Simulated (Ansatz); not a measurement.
Geometry optimisation, UKS r2SCANh-D4/def2-SVP in Ansatz 0.2.0.

The input (input.yaml):

```yaml
crystal:
  periodic: [false, false, false]
  atoms:
    - { symbol: Ge, position_ang: [0.0, 0.0, 0.0] }
    - { symbol: H, position_ang: [0.0, 0.0, 1.8] }
    - { symbol: Cl, position_ang: [2.0935, 0.0, -0.7393] }
    - { symbol: H, position_ang: [-0.73, 1.2648, -0.5162] }
    - { symbol: H, position_ang: [-0.73, -1.2648, -0.5162] }
    - { symbol: O, position_ang: [0.0, 0.0, 3.11] }
    - { symbol: H, position_ang: [-0.5144, -0.8011, 3.4471] }
magnetization:
  spin_polarized: true
  initial_magnetization: 1
basis:
  gaussian: { orbitals: def2-SVP }
hamiltonian:
  xc: r2scanh
  dispersion: d4
relax:
  f_tol: 0.15
  max_steps: 25
  restrain:
    - { distance: [1, 5], at: 1.01, k: 30.0 }
    - { distance: [0, 1], at: 2.75, k: 30.0 }
```

Launched with:

```bash
$ ansatz run input.yaml --threads 4 --pin off --max-ram 5120MiB --backend cpu --events-out ev --progress --plain --runs-dir out
```

Task: Where does it end, and by what steps?

Result: The run converged. The restraints hold the end off the free minimum; the threshold counts their pulls, which the force column leaves out. Restrained pairs: H2–O6 (1.31 → 0.98 Å), Ge1–H2 (1.80 → 2.76 Å). After 20 steps the energy has fallen by 1.426 eV (the restraints' own energy left out); H2 moved furthest, 1.12 Å.

| step | energy less start (eV) | largest force component (eV/Å) | accepted |
| --- | --- | --- | --- |
| 0 | 0.0000 | 2.109 | yes |
| 1 | -0.6062 | 3.663 | yes |
| 2 | -0.7630 | 3.877 | yes |
| 3 | -0.8922 | 1.308 | yes |
| 4 | -1.1087 | 1.203 | yes |
| 5 | -1.0626 | 2.420 | no |
| 6 | -1.1343 | 0.925 | yes |
| 7 | -1.1494 | 1.105 | yes |
| 8 | -1.1855 | 0.863 | yes |
| 9 | -1.2177 | 0.633 | yes |
| 10 | -1.1136 | 2.952 | no |
| 11 | -1.2366 | 0.722 | yes |
| 12 | -1.2406 | 1.246 | yes |
| 13 | -1.2761 | 0.945 | yes |
| 14 | -1.2856 | 1.307 | yes |
| 15 | -1.3006 | 2.101 | yes |
| 16 | -1.3868 | 0.992 | yes |
| 17 | -1.4196 | 0.797 | yes |
| 18 | -1.4231 | 0.695 | yes |
| 19 | -1.4216 | 0.826 | yes |
| 20 | -1.4258 | 0.684 | yes |

```xyz
7
Properties=species:S:1:pos:R:3
Ge 0.368 -0.076 0.127
H 0.136 0.441 2.823
Cl 1.718 -0.093 -1.617
H -0.422 1.239 0.004
H -0.537 -1.306 -0.069
O -0.628 -0.063 2.469
H -0.516 -0.943 2.849
```

Time of the run: 60 s on 4 threads of Arm Neoverse V1 (shared host), peak memory 0.29 GiB.
